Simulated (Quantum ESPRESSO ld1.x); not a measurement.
Problem. All-electron atom: O3+ in [He] 2s2 2p1. Method: scalar-relativistic Kohn-Sham, PBEsol, spin-unpolarised, spherical densities, point nucleus; computed with ld1.x of Quantum ESPRESSO 7.5. Some entries of the table are withheld. Estimate them.

orbital  occ.  eigenvalue (eV)  r(max) (bohr)  <r^2> (bohr^2)
1s          2              (1)         0.1294             (2)
2s          2              (3)         0.8087             (4)
2p          1              (5)            (6)           1.042

Solution. 
(1) 1s eigenvalue (eV): -584.772
(2) 1s <r^2> (bohr^2): 0.05369
(3) 2s eigenvalue (eV): -79.2315
(4) 2s <r^2> (bohr^2): 1.129
(5) 2p eigenvalue (eV): -64.7585
(6) 2p r(max) (bohr): 0.7054
